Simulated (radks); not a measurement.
Q: Coulomb parameter of the 4d shell of the technetium ion Tc3+ in the model configuration [Kr] 4d3 5p1, as a second difference U = [E(n + 0.5) + E(n - 0.5) - 2 E(n)] / (0.5)^2 with all orbitals relaxed. "Bare": the charge of the atom changes with n. "Screened": the 5p shell takes up the change at fixed total charge, which measures U(4d,4d) + U(5p,5p) - 2 U(4d,5p). All-electron calculation, scalar-relativistic Kohn-Sham, SCAN, spin-unpolarised, spherical densities, finite nucleus; meta-GGA in the generalised Kohn-Sham scheme; Fermi nuclear charge, rms radius 4.4112 fm. Program: a radial shooting solver on a logarithmic mesh with Libxc functionals. Estimate both.

A: U(bare) = 13.498 eV, U(screened by 5p) = 2.347 eV, against the Slater integral F0(4d,4d) = 16.813 eV with frozen orbitals.
